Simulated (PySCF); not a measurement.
**A small calculation by hand: oscillator strength and radiative lifetime**

C2H6N2OSi, SMILES CN[SiH2]N=C=O.

The structure is a stationary point at B3LYP-D3(BJ)/def2-SVP. This is a generated structure with no PubChem entry under its InChIKey; it may be hypothetical. Other conformers were not sampled.

TDA-CAM-B3LYP/def2-SVPD in PySCF puts the first singlet state with f over 0.02 at 7.49 eV (vertical), with the transition dipole (0.196, -0.313, -0.102) in atomic units.

**Question.** Find the oscillator strength, the wavelength and the radiative lifetime that this transition would have in vacuum if emission retraced absorption.

**Answer.** 
|μ|² = 0.1468 au, so |μ| = 0.97 D. ΔE = 7.49/27.211 = 0.2753 hartree. f = (2/3) ΔE |μ|² = 0.027 (the program prints 0.027).
λ = 1239.84/7.49 = 166 nm; ν = 60411 cm⁻¹.
Einstein's coefficient A = 0.6670 ν² f s⁻¹ (ν in cm⁻¹) = 6.6e7 s⁻¹, so τ = 1/A = 15 ns. This state is S5; the lower singlets have f = 0.018, 0.002, 0.015, 0.012. The figure is the radiative limit of this one transition; relaxation, internal conversion, crossing to triplets and a medium change what is measured.
